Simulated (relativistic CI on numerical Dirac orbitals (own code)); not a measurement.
**Calculated levels, Tm²⁺**

These numbers are calculated, not measured: Dirac-Coulomb-Breit CI, orbitals from a KLI potential per configuration, QED by a radiative potential, valence Slater integrals scaled by 0.75 (own radial code, finite nucleus).

CI space (outside the closed core [Xe]): 4f13.

The lowest level is 4f13 2F°_7/2, with 100 % of that term; Hund's rules for 4f13 give 2F° with J = 7/2, in agreement.

| No. | Configuration | Term | J | E (eV) | % | Landé g | Lifetime (s) | jj configuration (%) |
| --- | --- | --- | --- | --- | --- | --- | --- | --- |
| 1 | 4f13 | 2F° | 7/2 | 0.0000 | 100 | 1.142 |  | 4f7/2^7 (100) |
| 2 | 4f13 | 2F° | 5/2 | 1.0681 | 100 | 0.855 | 1.02e-01 | 4f5/2^5 4f7/2^8 (100) |

Energies count from the lowest computed level; ° marks odd parity; lifetimes are radiative, by E1, M1, E2, M2 decay to levels of this space only. Filled j subshells are mostly left out of the jj labels.

The mean weight of the leading LS term, summed over parents, in these 2 levels is 100 %, and that of the leading jj configuration (from the same eigenvectors) 100 %.

One configuration and one scale for all Slater integrals: terms of lower spin can come out thousands of cm⁻¹ low, and their order can be wrong. 1 of the 1 excited levels that our extract of the measured tables holds in this range could be paired (the sources list more); they are missed by 159 cm⁻¹ on average and 159 at most, and levels without a partner can miss by more.
